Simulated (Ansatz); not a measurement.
One change: `OB(Br)O[SiH3]` becomes `OB(O)Br`.

Ansatz, PBE0-D4/def2-TZVP geometries, multiplicity 1. Each molecule was computed in one conformer, which needn't be the lowest.

Scalar relativity is left out up to krypton.

```json
{"property": "HOMO–LUMO gap (B3LYP/def2-TZVPP) / eV", "`OB(Br)O[SiH3]`": "8.04"}
{"property": "HOMO energy (B3LYP/def2-TZVPP) / eV", "`OB(Br)O[SiH3]`": "-8.29"}
{"property": "LUMO energy (PBE0/def2-TZVPP) / eV", "`OB(Br)O[SiH3]`": "0.00"}
{"property": "LUMO energy (PBE/def2-TZVPP) / eV", "`OB(Br)O[SiH3]`": "-0.86"}
{"property": "HOMO–LUMO gap (PBE0/def2-TZVPP) / eV", "`OB(Br)O[SiH3]`": "8.56"}
{"property": "size of the dipole moment (ωB97M-V/def2-TZVPP) / D", "`OB(Br)O[SiH3]`": "0.31"}
```

**Question.** Give the same properties after the change, and the shifts. (An estimate is asked.)

**Answer.** The calculation gave: 
```csv
property,`OB(O)Br`,shift
HOMO–LUMO gap (B3LYP/def2-TZVPP) / eV,8.23,0.19
HOMO energy (B3LYP/def2-TZVPP) / eV,-8.16,0.13
LUMO energy (PBE0/def2-TZVPP) / eV,0.46,0.46
LUMO energy (PBE/def2-TZVPP) / eV,-0.39,0.47
HOMO–LUMO gap (PBE0/def2-TZVPP) / eV,8.90,0.34
size of the dipole moment (ωB97M-V/def2-TZVPP) / D,2.04,1.73
```

With PBE0 the HOMO rises by 0.13 eV and the LUMO rises by 0.46 eV, so the gap widens by about 0.33 eV. PBE moves the HOMO by 0.12 eV and ωB97M-V by 0.14 eV. The zero-point energy changes by -40.5 kJ/mol with -9 modes. Dipoles are sizes alone; their direction can turn.

B3LYP here is the variant with VWN-RPA as its local correlation; programs differ in this.

Spin–orbit coupling is left out; it splits and shifts lone-pair levels of the heavy atoms by tenths of an eV.
